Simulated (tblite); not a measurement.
Compound: C4H9FO3Si.
SMILES with atom numbers: `[CH3:1][C@@:2]1([O:3][CH2:4][F:5])[CH2:6][O:7][SiH2:8][O:9]1` (hydrogens: H10, H11, H12 on C1; H13, H14 on C4; H15, H16 on C6; H17, H18 on Si8)

Structure optimised with GFN2-xTB, isolated species.

Task: List the bond lengths, angles and torsions at this level.

Result: 
| bond | length (bohr) |
| --- | --- |
| C1–C2 | 2.878 |
| C2–O3 | 2.698 |
| O3–C4 | 2.586 |
| C4–F5 | 2.607 |
| C2–C6 | 2.928 |
| C6–O7 | 2.636 |
| O7–Si8 | 3.088 |
| Si8–O9 | 3.111 |
| C2–O9 | 2.624 |
| C1–H10, C1–H11, C1–H12 | 2.053 |
| C4–H13 | 2.070 |
| C4–H14 | 2.077 |
| C6–H15 | 2.063 |
| C6–H16 | 2.066 |
| Si8–H17 | 2.747 |
| Si8–H18 | 2.742 |

Bonds in one row agree within 0.02 bohr and their mean is given. A selection of angles:
| angle | degrees |
| --- | --- |
| C2–C1–H10 | 110.0 |
| H10–C1–H11 | 108.8 |
| C1–C2–O3 | 112.0 |
| C1–C2–C6 | 113.0 |
| C1–C2–O9 | 110.0 |
| O3–C2–C6 | 104.6 |
| O3–C2–O9 | 109.4 |
| C6–C2–O9 | 107.6 |
| C2–O3–C4 | 116.7 |
| O3–C4–F5 | 111.6 |
| O3–C4–H13 | 107.8 |
| O3–C4–H14 | 112.8 |
| F5–C4–H13 | 106.2 |
| F5–C4–H14 | 106.4 |
| H13–C4–H14 | 111.8 |
| C2–C6–O7 | 108.6 |
| C2–C6–H15 | 109.0 |
| C2–C6–H16 | 110.7 |
| O7–C6–H15 | 109.4 |
| O7–C6–H16 | 109.2 |
| H15–C6–H16 | 109.8 |
| C6–O7–Si8 | 112.5 |
| O7–Si8–O9 | 96.2 |
| O7–Si8–H17 | 110.2 |
| O7–Si8–H18 | 112.4 |
| O9–Si8–H17 | 111.5 |
| O9–Si8–H18 | 106.2 |
| H17–Si8–H18 | 118.1 |
| C2–O9–Si8 | 112.2 |

Torsions: C1–C2–O3–C4 -67° (synclinal); C2–O3–C4–F5 85° (synclinal); C1–C2–C6–O7 138° (anticlinal); C2–C6–O7–Si8 -8° (synperiplanar); C6–O7–Si8–O9 -1° (synperiplanar); O7–Si8–O9–C2 12° (synperiplanar); C1–C2–O9–Si8 -141° (anticlinal).

The 4 C–O bonds span 1.369 Å (O3–C4, drawn single) to 1.428 Å (C2–O3, drawn single), a spread of 0.059 Å. O9 (silyl ether oxygen) is bent (angle 112.2°). The 2 C–C bonds span 1.523 Å (C1–C2, drawn single) to 1.549 Å (C2–C6, drawn single), a spread of 0.026 Å. The 5-membered ring C2–C6–O7–Si8–O9 has internal angles of 96.2° to 112.5°; it is puckered, 0.07 Å rms from its mean plane, widest ring torsion 17°. Of the pairs four or more bonds apart, O9···H14 is among the closest relative to their van der Waals radii: 2.36 Å, 87 % of the sum of Bondi's values. Si8 (oxygen-bound silicon) has angles from 96.2° to 118.1°.

Point group: C1 (no symmetry element, even within 0.4 Å). Its GFN2-xTB frequencies are all real (lowest 46 cm⁻¹). The numbers are those of one conformer.

The numbers are calculated, not measured.
